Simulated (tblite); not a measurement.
C₅H₆O₂S.
Numbering: `[CH3:1][C:2]1=[CH:3][CH:4]=[CH:5][S:6]1(=[O:7])=[O:8]` (hydrogens: H9, H10, H11 on C1; H12 on C3; H13 on C4; H14 on C5)

Computed with GFN2-xTB (tblite), gas phase: Langevin dynamics at 600 K from the optimised GFN2-xTB geometry, time step 0.5 fs, friction 0.01 fs⁻¹, 2000 steps. Over the second half of the run the saved frames average 547 K.

The optimised geometry, where the run starts:
```
atom  x, y, z in Å
C1      2.020   -0.418   -0.111
C2      0.554   -0.285   -0.108
C3     -0.434   -1.089   -0.481
C4     -1.784   -0.561   -0.301
C5     -1.868    0.657    0.213
S6     -0.195    1.245    0.519
O7      0.056    1.389    1.927
O8      0.133    2.357   -0.331
H9      2.389   -0.310    0.910
H10     2.338   -1.376   -0.516
H11     2.452    0.391   -0.700
H12    -0.298   -2.076   -0.894
H13    -2.630   -1.167   -0.584
H14    -2.735    1.243    0.435
```

t = 300 fs, T = 350 K, E(pot) 1.036 eV above the start
```
atom  x, y, z in Å  |  force x, y, z in eV/Å
C1      1.794   -0.869   -0.766    0.586  -0.267   1.187
C2      0.416   -0.877   -0.252    1.692   1.681   0.887
C3     -0.587   -1.559   -0.693   -2.904   0.053   1.853
C4     -1.911   -1.189    0.034    2.345  -1.232  -1.241
C5     -1.857   -0.098    0.742   -1.851   2.470   1.798
S6     -0.160    0.545    0.683    1.916   0.418   1.147
O7      0.494    0.580    2.000   -1.279  -0.175  -1.127
O8      0.151    1.694   -0.140   -0.818  -0.213   0.121
H9      1.852    0.104   -1.237    0.570  -0.090  -0.408
H10     2.652   -0.999   -0.035   -1.302   0.447  -0.451
H11     1.798   -1.741   -1.379    0.674  -0.224  -1.135
H12    -0.389   -2.433   -1.226   -0.644  -1.142  -0.941
H13    -2.626   -1.961    0.055   -1.004  -0.288  -0.256
H14    -2.701    0.449    1.379    2.018  -1.437  -1.434
```

t = 350 fs, T = 636 K, E(pot) 1.142 eV above the start
```
atom  x, y, z in Å  |  force x, y, z in eV/Å
C1      1.785   -0.758   -1.037    1.731   0.980   0.408
C2      0.538   -0.947   -0.399   -2.640   0.389   1.687
C3     -0.543   -1.721   -0.529    1.346  -0.027  -0.051
C4     -1.687   -1.327    0.220   -2.033  -2.809  -0.464
C5     -1.724   -0.209    0.887    4.237  -1.107  -1.664
S6     -0.062    0.450    0.780   -0.414  -2.663   1.241
O7      0.499    0.568    2.118    0.119   0.263  -1.230
O8     -0.223    1.503   -0.120    0.687   3.082  -1.352
H9      1.927    0.361   -1.147   -0.217  -1.136  -0.708
H10     2.543   -0.972   -0.270    0.288  -0.334  -0.341
H11     1.896   -1.407   -1.912    0.226   0.601   0.067
H12    -0.568   -2.644   -1.072   -0.004  -0.101  -0.414
H13    -2.568   -2.035    0.232    0.899   0.820  -0.308
H14    -2.534    0.000    1.359   -4.226   2.041   3.129
```

t = 575 fs, T = 704 K, E(pot) 1.108 eV above the start
```
atom  x, y, z in Å  |  force x, y, z in eV/Å
C1      1.868   -0.896   -0.875    3.699   3.209  -1.430
C2      0.644   -0.914   -0.215   -1.573  -1.376   1.567
C3     -0.228   -1.950   -0.066    1.399   1.387  -1.065
C4     -1.374   -1.513    0.654   -0.066   1.667   1.580
C5     -1.334   -0.251    1.205   -0.795  -2.653   0.089
S6      0.301    0.358    1.058    1.101   0.917   1.813
O7      1.119    0.110    2.310   -1.773   0.118  -2.935
O8      0.264    1.741    0.622    0.358  -0.857  -0.128
H9      2.158   -1.803   -1.377    0.199  -0.285   0.053
H10     1.869   -0.029   -1.716    0.042  -1.622   1.611
H11     2.677   -0.504   -0.101   -1.181  -0.905  -1.540
H12    -0.039   -2.888   -0.620   -0.665   0.625   0.605
H13    -2.161   -2.180    0.874   -0.887  -0.434  -0.176
H14    -2.123    0.122    1.828    0.142   0.208  -0.043
```

t = 600 fs, T = 532 K, E(pot) 1.425 eV above the start
```
atom  x, y, z in Å  |  force x, y, z in eV/Å
C1      2.006   -0.897   -0.998   -1.070   2.582   0.186
C2      0.846   -0.934    0.032   -0.627  -0.074  -1.395
C3     -0.210   -1.788    0.055   -0.334   1.712   0.668
C4     -1.466   -1.429    0.797   -0.426   3.281  -0.440
C5     -1.400   -0.129    1.290   -1.417  -1.990   0.165
S6      0.238    0.415    1.065    2.731   1.073   2.836
O7      0.954    0.231    2.377   -1.260   0.715  -2.296
O8      0.228    1.743    0.476    0.300  -0.864   0.171
H9      2.085   -1.868   -1.415    0.320  -0.665  -0.360
H10     1.671   -0.133   -1.866    0.564  -1.568   1.821
H11     3.013   -0.483   -0.652   -1.599  -0.729  -0.034
H12    -0.281   -2.583   -0.603    0.054  -1.697  -0.775
H13    -2.499   -1.843    0.579    1.783  -0.185   0.570
H14    -2.085    0.573    1.882    0.982  -1.592  -1.116
```

t = 700 fs, T = 476 K, E(pot) 0.915 eV above the start
```
atom  x, y, z in Å  |  force x, y, z in eV/Å
C1      2.142   -0.961   -0.345    1.209   0.002  -0.338
C2      0.749   -0.827    0.163    4.084  -1.223  -1.236
C3     -0.288   -1.538   -0.116   -3.780  -1.292   0.139
C4     -1.537   -1.003    0.533    1.760   0.840   1.179
C5     -1.278    0.129    1.256   -1.857  -1.922  -1.510
S6      0.421    0.565    1.025   -1.114   4.321   1.480
O7      1.030    0.595    2.347    0.024   0.223  -1.150
O8      0.489    1.758    0.134    0.310  -1.902   1.591
H9      1.981   -1.417   -1.335    0.798   0.352   0.088
H10     2.677    0.042   -0.376   -1.001  -1.055  -0.246
H11     2.891   -1.607    0.207   -1.283   0.433  -0.215
H12    -0.436   -2.458   -0.684    0.563   0.387   0.114
H13    -2.414   -1.636    0.595    0.040   0.479  -0.271
H14    -2.086    0.653    1.718    0.248   0.357   0.378
```

t = 900 fs, T = 543 K, E(pot) 1.191 eV above the start
```
atom  x, y, z in Å  |  force x, y, z in eV/Å
C1      2.200   -1.509    0.105    1.224  -2.295  -1.001
C2      0.872   -1.070    0.445    0.110   0.002  -0.045
C3     -0.257   -1.735    0.378   -2.462   3.734   1.332
C4     -1.539   -0.880    0.783    3.495  -0.301  -0.599
C5     -1.267    0.365    1.113    2.278  -0.081  -0.261
S6      0.706    0.560    1.174   -3.950  -1.590   3.125
O7      1.030    0.467    2.614    0.246   0.558  -2.006
O8      1.036    1.661    0.363    1.157   1.086  -0.697
H9      2.317   -2.515   -0.440   -0.798   1.060   0.707
H10     2.681   -0.834   -0.560    0.502   0.948  -0.256
H11     2.772   -1.650    1.004    0.449   0.288   0.459
H12    -0.288   -2.523   -0.261   -0.706  -2.438  -0.894
H13    -2.502   -1.245    0.713   -1.399  -1.004  -0.265
H14    -1.892    1.220    1.209   -0.145   0.033   0.399
```

t = 950 fs
```
atom  x, y, z in Å
C1      2.196   -1.599    0.142
C2      0.882   -1.011    0.465
C3     -0.354   -1.449    0.111
C4     -1.486   -0.878    0.686
C5     -1.253    0.310    1.237
S6      0.617    0.619    1.222
O7      0.956    0.671    2.644
O8      1.036    1.665    0.378
H9      2.067   -2.641   -0.043
H10     2.667   -1.183   -0.793
H11     2.900   -1.555    1.018
H12    -0.456   -2.426   -0.452
H13    -2.493   -1.206    0.376
H14    -2.026    0.992    1.695
```

Q: Estimate the potential energy and the forces of this last frame.

A: 0.703 eV above the start.

```tsv
atom	Fx (eV/Å)	Fy (eV/Å)	Fz (eV/Å)
C1	0.948	0.466	0.045
C2	-0.885	0.002	-0.653
C3	2.789	-2.883	-0.668
C4	-1.892	1.820	-0.601
C5	-0.470	1.471	0.559
S6	-2.028	-1.591	2.851
O7	0.225	-0.031	-1.300
O8	0.430	1.022	-0.907
H9	-0.198	-0.895	-0.262
H10	-0.358	-0.006	1.103
H11	-0.593	0.472	-0.892
H12	0.124	1.148	0.595
H13	0.602	-0.125	0.655
H14	1.306	-0.871	-0.526
```

The bond farthest from its length at the start is C5–S6 (1.895 against 1.800 Å), and half the difference of its two atoms' forces along it is -1.03 eV/Å (positive lengthens). The largest atomic force is 4.07 eV/Å.

The cost below is that of the whole dynamics run. On one thread, Arm Neoverse V1 (aarch64), no GPU (shared host), this took 12 s and 0.18 GiB of memory at its peak.
